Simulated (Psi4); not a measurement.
Ga (SMILES [Ga]), doublet; Psi4 with PBE0/def2-SVP.

Psi4 was given this input:
```
memory 2 GB

molecule {
0 2
  Ga    0.00000000    0.00000000    0.00000000
}

set basis def2-svp
set reference uks

energy('pbe0')
print_variables()
```

Output, abridged:

```
   => Loading Basis Set <=

    Name: DEF2-SVP
    Role: ORBITAL
    Keyword: BASIS

         ---------------------------------------------------------
                                   SCF
               by Justin Turney, Rob Parrish, Andy Simmonett
                          and Daniel G. A. Smith
                              UKS Reference
         ---------------------------------------------------------

  ==> Geometry <==

    Molecular point group: d2h
    Geometry (in Angstrom), charge = 0, multiplicity = 2:

       Center              X                  Y                   Z               Mass
    ------------   -----------------  -----------------  -----------------  -----------------
         GA           0.000000000000     0.000000000000     0.000000000000    68.925573500000

  Running in d2h symmetry.

  Rotational constants: A = ************  B = ************  C = ************ [cm^-1]
  Rotational constants: A = ************  B = ************  C = ************ [MHz]
  Nuclear repulsion =    0.000000000000000

  Charge       = 0
  Multiplicity = 2
  Electrons    = 31
  Nalpha       = 16
  Nbeta        = 15

  ==> Algorithm <==

  SCF Algorithm Type is DF.
  DIIS enabled.
  MOM disabled.
  Fractional occupation disabled.
  Guess Type is CORE.
  Energy threshold   = 1.00e-06
  Density threshold  = 1.00e-06
  Integral threshold = 1.00e-12

  ==> Primary Basis <==

  Basis Set: DEF2-SVP
    Blend: DEF2-SVP
    Number of shells: 12
    Number of basis functions: 32
    Number of Cartesian functions: 35
    Spherical Harmonics?: true
    Max angular momentum: 2

  ==> DFT Potential <==

   => LibXC <=

    Version 7.1.2
    S. Lehtola, C. Steigemann, M. J. T. Oliveira, and M. A. L. Marques,  SoftwareX 7, 1–5 (2018) (10.1016/j.softx.2017.11.002)

   => Composite Functional: PBE0 <=

    PBE0 Hyb-GGA Exchange-Correlation Functional

    C. Adamo and V. Barone,  J. Chem. Phys. 110, 6158 (1999) (10.1063/1.478522)
    M. Ernzerhof and G. E. Scuseria,  J. Chem. Phys. 110, 5029 (1999) (10.1063/1.478401)

    Deriv               =              1
    GGA                 =           TRUE
    Meta                =          FALSE

    Exchange Hybrid     =           TRUE
    MP2 Hybrid          =          FALSE

   => Exchange Functionals <=

    0.7500   Perdew, Burke & Ernzerhof

   => Exact (HF) Exchange <=

    0.2500               HF

   => Correlation Functionals <=

    1.0000   Perdew, Burke & Ernzerhof

   => LibXC Density Thresholds  <==

    XC_HYB_GGA_XC_PBEH:  1.00E-15

   => Molecular Quadrature <=

    Radial Scheme          =       TREUTLER
    Pruning Scheme         =           NONE
    Nuclear Scheme         =       TREUTLER

    Blocking Scheme        =         OCTREE
    BS radius alpha        =              1
    Pruning alpha          =              1
    Radial Points          =             75
    Spherical Points       =            302
    Total Points           =          20808
    Total Blocks           =            227
    Max Points             =            255
    Max Functions          =             32
    Weights Tolerance      =       1.00E-15

   => Loading Basis Set <=

    Name: (DEF2-SVP AUX)
    Role: JKFIT
    Keyword: DF_BASIS_SCF

  ==> Integral Setup <==

  SCF_SUBTYPE=INCORE selected. In-core MEM_DF algorithm will be used.
  Using in-core AOs.

  ==> MemDFJK: Density-Fitted J/K Matrices <==

    J tasked:                   Yes
    K tasked:                   Yes
    wK tasked:                   No
    Algorithm:                 Core
    Schwarz Cutoff:           1E-12
    Mask sparsity (%):       0.0000
    Fitting Condition:        1E-10

   => Auxiliary Basis Set <=

  Basis Set: (DEF2-SVP AUX)
    Blend: DEF2-UNIVERSAL-JKFIT
    Number of shells: 60
    Number of basis functions: 266
    Number of Cartesian functions: 371
    Spherical Harmonics?: true
    Max angular momentum: 5

  Minimum eigenvalue in the overlap matrix is 1.3785543751E-01.
  Reciprocal condition number of the overlap matrix is 6.5240681666E-02.
    Using symmetric orthogonalization.

  ==> Pre-Iterations <==

  SCF Guess: Core (One-Electron) Hamiltonian.

   -------------------------------------------------------
    Irrep   Nso     Nmo     Nalpha   Nbeta   Ndocc  Nsocc
   -------------------------------------------------------
     Ag        11      11       6       6       6       0
     B1g        3       3       1       1       1       0
     B2g        3       3       2       1       1       1
     B3g        3       3       1       1       1       0
     Au         0       0       0       0       0       0
     B1u        4       4       2       2       2       0
     B2u        4       4       2       2       2       0
     B3u        4       4       2       2       2       0
   -------------------------------------------------------
    Total      32      32      16      15      15       1
   -------------------------------------------------------

  ==> Iterations <==

                           Total Energy        Delta E     RMS |[F,P]|

    Occupation by irrep:
             Ag   B1g   B2g   B3g    Au   B1u   B2u   B3u
Warning! Irrep has more beta than alpha electrons in symmetry 3 orbitals.
Warning! Irrep has more beta than alpha electrons in symmetry 3 orbitals.
    DOCC [     5,    0,    0,    0,    0,    3,    3,    3 ]
    SOCC [     1,    0,    1,    1,    0,    0,    0,    0 ]
    NA   [     6,    0,    1,    0,    0,    3,    3,    3 ]
    NB   [     5,    0,    0,    1,    0,    3,    3,    3 ]

   @DF-UKS iter   1: -1910.14194339980395   -1.91014e+03   2.82100e-01 ADIIS
    Occupation by irrep:
             Ag   B1g   B2g   B3g    Au   B1u   B2u   B3u
    DOCC [     6,    1,    1,    1,    0,    2,    2,    2 ]
    SOCC [     0,    0,    0,    0,    0,    1,    0,    0 ]
    NA   [     6,    1,    1,    1,    0,    3,    2,    2 ]
    NB   [     6,    1,    1,    1,    0,    2,    2,    2 ]

   @DF-UKS iter   2: -1873.65090373942053    3.64910e+01   6.90245e-01 ADIIS
   @DF-UKS iter   3: -1924.21072623634450   -5.05598e+01   3.96529e-02 ADIIS/DIIS
   @DF-UKS iter   4: -1924.30226407482928   -9.15378e-02   8.87991e-03 ADIIS/DIIS
   @DF-UKS iter   5: -1924.30548544043222   -3.22137e-03   4.13857e-04 ADIIS/DIIS
   @DF-UKS iter   6: -1924.30551388362278   -2.84432e-05   9.14430e-05 DIIS
   @DF-UKS iter   7: -1924.30551479615792   -9.12535e-07   2.27955e-05 DIIS
   @DF-UKS iter   8: -1924.30551482611759   -2.99597e-08   1.09879e-06 DIIS
   @DF-UKS iter   9: -1924.30551482623650   -1.18916e-10   1.22969e-07 DIIS
  Energy and wave function converged.

  ==> Post-Iterations <==

   Electrons on quadrature grid:
      Nalpha   =   15.9999992682 ; deviation = -7.318e-07
      Nbeta    =   14.9999992682 ; deviation = -7.318e-07
      Ntotal   =   30.9999985364 ; deviation = -1.464e-06

   @Spin Contamination Metric:   3.056378848E-03
   @S^2 Expected:                7.500000000E-01
   @S^2 Observed:                7.530563788E-01
   @S   Expected:                5.000000000E-01
   @S   Observed:                5.000000000E-01

    Orbital Energies [Eh]
    ---------------------

    Alpha Occupied:

[...]
       3B1u   -0.137733

    Alpha Virtual:

[...]
      11Ag     2.053781

    Beta Occupied:

[...]
    Beta Virtual:

[...]
    Final Occupation by Irrep:
             Ag   B1g   B2g   B3g    Au   B1u   B2u   B3u
    DOCC [     6,    1,    1,    1,    0,    2,    2,    2 ]
    SOCC [     0,    0,    0,    0,    0,    1,    0,    0 ]
    NA   [     6,    1,    1,    1,    0,    3,    2,    2 ]
    NB   [     6,    1,    1,    1,    0,    2,    2,    2 ]

  @DF-UKS Final Energy: -1924.30551482623650

   => Energetics <=

    Nuclear Repulsion Energy =              0.0000000000000000
    One-Electron Energy =               -2683.3607662707872805
    Two-Electron Energy =                 815.4557202143328141
    DFT Exchange-Correlation Energy =     -56.4004687697816962
    Empirical Dispersion Energy =           0.0000000000000000
    VV10 Nonlocal Energy =                  0.0000000000000000
    Total Energy =                      -1924.3055148262360490

  UHF NO Occupations:
  HONO-2 :    1B2g 1.9999792
  HONO-1 :    6 Ag 1.9985170
  HONO-0 :    3B1u 1.0000000
  LUNO+0 :    7 Ag 0.0014830
  LUNO+1 :    2B2g 0.0000208
  LUNO+2 :    2B3g 0.0000208
  LUNO+3 :    8 Ag 0.0000041

Computation Completed

Properties will be evaluated at   0.000000,   0.000000,   0.000000 [a0]

Properties computed using the SCF density matrix

 Multipole Moments:

 ------------------------------------------------------------------------------------
     Multipole            Electronic (a.u.)      Nuclear  (a.u.)        Total (a.u.)
 ------------------------------------------------------------------------------------

 L = 1.  Multiply by 2.5417464519 to convert [e a0] to [Debye]
 Dipole X            :          0.0000000            0.0000000            0.0000000
 Dipole Y            :          0.0000000            0.0000000            0.0000000
 Dipole Z            :          0.0000000            0.0000000            0.0000000
 Magnitude           :                                                    0.0000000

 ------------------------------------------------------------------------------------

  Variable Map:
  ----------------------------------------------------------------------------
[...]
  Array Variable Map:
  ----------------------------------------------------------------------------
[...]
[...]
```
